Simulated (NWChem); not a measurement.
Species: CH3Si cation

```xyz
5

C     -0.0628     1.1145     0.0000
Si     0.0738    -0.5970     0.0000
H      0.1356     1.6847    -0.9243
H      0.1356     1.6847     0.9243
H     -0.9273    -1.6983     0.0000
```
Atoms are numbered in this order, from 1.

Structure relaxed at the PBE0/def2-SVP level.

Symmetry labels are those of Cs in the frame above (b1 and b2, or b-type labels, depend on it).

List the 4 lowest vertical singlet excitations from B3LYP/6-31+G* (spherical d), full TDDFT (NWChem).


| state | energy (eV) | oscillator strength | symmetry | leading excitation (squared amplitude) |
|---|---|---|---|---|
| S1 | 2.84 | 0.007 | a" | HOMO → LUMO+1 (1.00) |
| S2 | 3.93 | 0.127 | a' | HOMO → LUMO (0.95) |
| S3 | 6.35 | 0.000 | a" | HOMO−1 → LUMO+1 (1.00) |
| S4 | 6.48 | 0.036 | a' | HOMO−1 → LUMO (0.81) |
